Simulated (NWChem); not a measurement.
CH5FOSi; SMILES C[SiH](F)O

```xyz
9

Si     0.0148     0.0859     0.3597
C     -0.2696    -1.6583    -0.2147
O     -1.1028     1.1523    -0.2272
F      1.4960     0.5177    -0.1602
H     -0.0147     0.2436     1.8323
H     -1.2660    -2.0155     0.0880
H      0.4835    -2.3356     0.2175
H     -0.1949    -1.7345    -1.3112
H     -1.2563     1.1654    -1.1761
```
Atoms are numbered in this order, from 1.

Structure relaxed at the PBE0/def2-SVP level. B3LYP is NWChem's, with the RPA form of VWN correlation.

### Question
Give the principal values of the shielding tensors (ppm) of Si1, C2, O3, F4 from B3LYP/6-31G* (spherical d), GIAO (NWChem), with their diamagnetic and paramagnetic parts as GIAO splits them.

### Answer
| atom | σ11 | σ22 | σ33 | isotropic | diamagnetic | paramagnetic |
|---|---|---|---|---|---|---|
| Si1 | 394.1 | 409.0 | 436.4 | 413.2 | 880.9 | -467.7 |
| C2 | 181.6 | 187.4 | 197.7 | 188.9 | 252.9 | -64.0 |
| O3 | 229.1 | 284.5 | 298.2 | 270.6 | 391.5 | -120.9 |
| F4 | 253.3 | 343.7 | 375.2 | 324.1 | 472.2 | -148.1 |
